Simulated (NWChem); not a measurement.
System: BiHOF₂; SMILES [OH][Bi]([F])[F]

```xyz
5

Bi    -0.0371     0.2280     0.0000
F      1.1478    -0.5247    -1.4973
F      1.1478    -0.5247     1.4973
O     -1.4733    -1.2926     0.0000
H     -1.0342    -2.1687     0.0000
```
Atoms are numbered in this order, from 1.

Level: PBE-D3(BJ)/def2-SVP with def2 effective core potentials on Bi (NWChem), optimised geometry, unscaled harmonic frequencies. def2 effective core potentials on Bi; no spin-orbit coupling.

List the harmonic frequencies with IR intensities, and the thermochemistry.


```
frequency (cm⁻¹)  IR intensity (km/mol)
----------------  ---------------------
97                                 21.3
167                                16.4
171                                14.8
239                               104.1
557                                76.0
558                                59.4
572                                31.3
805                                38.3
3679                               75.3
```

- zero-point energy = 9.8 kcal/mol
- thermal correction to the enthalpy at 298.15 K (with zero-point energy) = 14.1 kcal/mol
- heat capacity Cv = 17.4 cal/(mol K)
- entropy at 298.15 K and 1 atm (symmetry number 1) = 81.1 cal/(mol K)

Rigid rotor and harmonic oscillator; modes under 100 cm⁻¹ make the entropy uncertain.
